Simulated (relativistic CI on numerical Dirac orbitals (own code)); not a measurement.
One change at a time: Ta XXXI

Base calculation: Dirac-Coulomb-Breit CI, orbitals from a KLI potential per configuration, model QED (radiative potential, 1s self-energy scaled to tabulated hydrogen-like ionisation energies), unscaled Slater integrals.

Configuration list (outside the closed core [Ar] 3d10): 4s2 4p6 4d7, 4s2 4p5 4d8, 4s2 4p6 4d6 4f, 4s 4p6 4d8, 4s2 4p5 4d7 4f, 4s 4p6 4d7 4f, 4s2 4p6 4d6 5s, 4s2 4p6 4d5 4f 5s, 4s2 4p6 4d6 5p, 4s2 4p5 4d7 5s, 4s2 4p6 4d6 5f, 4s2 4p6 4d5 5s 5p, 4p6 4d8 4f, 4s2 4p6 4d6 6s, 4s 4p6 4d7 5s, 4p6 4d9, 4p5 4d10, 4p5 4d9 4f, 4s2 4p6 4d5 5s2, 4s2 4p6 4d4 4f 5s2, 4s2 4p5 4d5 4f 5s2, 4s 4p6 4d5 4f 5s2, 4p6 4d8 5s, 4p5 4d9 5s, 4p5 4d8 4f 5s, 4p6 4d7 5s2, 4p5 4d8 5s2, 4p6 4d6 4f 5s2, 4p5 4d7 4f 5s2. Double excitations out of closed p, d and f shells are left out; levels of such configurations are missing from the list, as are those of other unlisted configurations, and high levels can miss mixing partners.

Variants: (1) configuration mixing switched off; (2) non-relativistic limit. Shifts of the energy above 4s2 4p6 4d7 4F_9/2, in cm⁻¹, for the lowest level and the first level of each name with at least 55 % of one term (blank where a level changes its place among those of its configuration and J or its character, or is not in the variant):

```json
{"Level": "4s2 4p6 4d7 4F_9/2", "Base": "0", "Δ(1)": "0", "Δ(2)": "0"}
{"Level": "4s2 4p6 4d7 4F_7/2", "Base": "115196", "Δ(1)": "-852", "Δ(2)": "-115196"}
{"Level": "4s2 4p6 4d7 4P_5/2", "Base": "151326", "Δ(1)": "-1794", "Δ(2)": "-107190"}
{"Level": "4s2 4p6 4d7 2H_11/2", "Base": "165481", "Δ(1)": "+1547", "Δ(2)": "-105915"}
{"Level": "4s2 4p6 4d7 2F_5/2", "Base": "203510", "Δ(1)": "-950", "Δ(2)": ""}
{"Level": "4s2 4p6 4d7 2D_3/2", "Base": "254996", "Δ(1)": "-4028", "Δ(2)": ""}
{"Level": "4s2 4p6 4d7 2F_7/2", "Base": "299354", "Δ(1)": "-746", "Δ(2)": "-195596"}
{"Level": "4s2 4p5 4d8 4G°_11/2", "Base": "1409360", "Δ(1)": "-5156", "Δ(2)": "-160201"}
```

At this charge energies of transitions that change n are usually good to better than 1 %, and those within a shell (Δn = 0) to a few per cent. Terms inside the open d or f shell come out 10 to 20 % too wide with unscaled integrals.

Ionisation energy from the two ground configurations alone: base 1211.76 eV. The NIST ASD value (theoretical) is 1211 eV.

LS names give the leading component of a level, which can be under half, so a name can repeat, a term be missing and a line seem to break the LS rules.
